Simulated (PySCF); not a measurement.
In(F)(Br)(vinyl) (C₂H₃BrFIn), SMILES C=[CH][In]([F])[Br].

Geometry optimised at B3LYP-D3(BJ)/def2-SVP. The structure was generated by enumeration; whether it is a known compound was not checked. The def2 effective core potentials stand for the cores of In; spin–orbit coupling is left out. One conformer was computed; it need not be the lowest.

Method: TDA-PBE/def2-SVPD (PySCF).

Vertical excitations. Isolated molecule, no solvent. State labels are in the subgroup Cs.

Question: Give excitation energies, oscillator strengths and character. (An estimate is asked for; the answer gives what the named calculation found.)

Answer: 
```csv
state,symmetry,energy (eV),λ (nm),f,main pairs
S1,A",4.31,288,0.000,HOMO→LUMO+1 99 %
S2,A',4.41,281,0.021,HOMO→LUMO 94 %
S3,A",4.50,275,0.010,HOMO−1→LUMO 98 %
S4,A',4.59,270,0.008,HOMO−1→LUMO+1 91 %
S5,A",4.93,252,0.004,"HOMO−2→LUMO+1 81 %, HOMO−3→LUMO 17 %"
S6,A",5.07,245,0.002,"HOMO−3→LUMO 83 %, HOMO−2→LUMO+1 16 %"
S7,A',5.40,230,0.134,"HOMO−2→LUMO 64 %, HOMO−4→LUMO 10 %"
S8,A',5.70,217,0.031,"HOMO−4→LUMO 36 %, HOMO−3→LUMO+1 36 %, HOMO−5→LUMO+1 17 %, HOMO−3→LUMO+2 7 %"
S9,A",5.80,214,0.004,"HOMO−5→LUMO 56 %, HOMO−4→LUMO+1 42 %"
S10,A",5.83,213,0.015,"HOMO−4→LUMO+1 53 %, HOMO−5→LUMO 43 %"
T1,A',4.05,306,0,HOMO→LUMO 93 %
T2,A',4.16,298,0,"HOMO−3→LUMO+1 50 %, HOMO−1→LUMO+1 37 %"
T3,A",4.22,294,0,HOMO−1→LUMO 90 %
T4,A",4.24,292,0,HOMO→LUMO+1 89 %
```
Triplets are in the Tamm–Dancoff approximation.
